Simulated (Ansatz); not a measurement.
This Ansatz (a quantum-chemistry and plane-wave program) input (PBE0/aug-cc-pVTZ) gives -205.02021 Eh with 138 basis functions. A basis named .json is the Basis Set Exchange file of that set (core-valence sets with the plain set on hydrogen).

Ansatz 0.2 input:
```yaml
crystal:
  periodic: [false, false, false]
  atoms:
    - {symbol: O, position_ang: [0.84597041, -0.68243539, -0.03783429]}
    - {symbol: N, position_ang: [0.21645173, 0.40634314, -0.02885563]}
    - {symbol: O, position_ang: [-1.03536567, 0.32688515, 0.06308297]}
basis:
  gaussian:
    orbitals: aug-cc-pVTZ
    final_grid: {core_spheres: 18, valence_spheres: 15, degree: 47}
hamiltonian:
  xc: {name: PBE0}
total_charge: -1
magnetization: {spin_polarized: false}
```

Change:
```diff
- final_grid: {core_spheres: 18, valence_spheres: 15, degree: 47}
+ fitting: {mean_field: cc-pVTZ-JKFIT.json}
```

Question: What does the run give now?

Answer: -205.02039 Eh (PBE0/aug-cc-pVTZ, 138 functions), a change of -0.18 mEh.
